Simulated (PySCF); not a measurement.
hydrogen selenide (H2Se), SMILES [SeH2].

Geometry optimised at ωB97X-D3(BJ)/def2-TZVPD.

Two levels are set side by side: PBE/def2-TZVPD (PySCF) and r2SCAN/def2-TZVPD (PySCF). Same geometry, gas phase. Differences are taken from unrounded values.

| quantity | r2SCAN |
|---|---|
| orbital gap (eV) | 5.66 |
| highest occupied level (eV) | -6.23 |
| lowest empty level (eV) | -0.57 |
| dipole moment (D) | 0.74 |
| mean polarisability (bohr³) | 31.5 |

### Question
What does PBE give, and how far is it from r2SCAN? (Estimate from the structure and the level; the computed values follow.)

### Answer

| quantity | PBE | PBE minus r2SCAN |
|---|---|---|
| orbital gap (eV) | 5.08 | -0.58 |
| highest occupied level (eV) | -5.97 | 0.26 |
| lowest empty level (eV) | -0.89 | -0.33 |
| dipole moment (D) | 0.67 | -0.07 |
| mean polarisability (bohr³) | 32.6 | 1.1 |

Rough cost on one machine, each run with all the roots and properties that it gave: r2SCAN against PBE about 3 times.
